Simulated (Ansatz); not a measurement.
Reaction (ligand exchange at the Si–C bond): `[SiH3]/C=C/C[SiH3]` + `NC(O)(F)F` → `OC(F)(F)N[SiH3]` + `C=CC[SiH3]`

Gas-phase electronic energies from Ansatz, PBE0-D4/def2-TZVP geometries. CBS: MP2 limit from def2 TZ/QZ plus the TZ coupled-cluster correction, frozen cores. DFT in def2-TZVPP. One conformer a species, not always the lowest.

| level | ΔE (kcal/mol) |
| --- | --- |
| PBE-D4 | -8.5 |
| PBE | -8.5 |

Problem. What does CCSD(T)/CBS give? (Best estimate.)

Solution. Computed: -10.3 kcal/mol. The listed levels differ from it by 1.8, 1.8 kcal/mol.

Largest T1 diagnostic among the species: 0.012.

In def2-TZVPP, CCSD(T) changes the Hartree–Fock value by +1.6 kcal/mol (the triples alone add +0.4 kcal/mol) and MP2 by +1.3 kcal/mol.
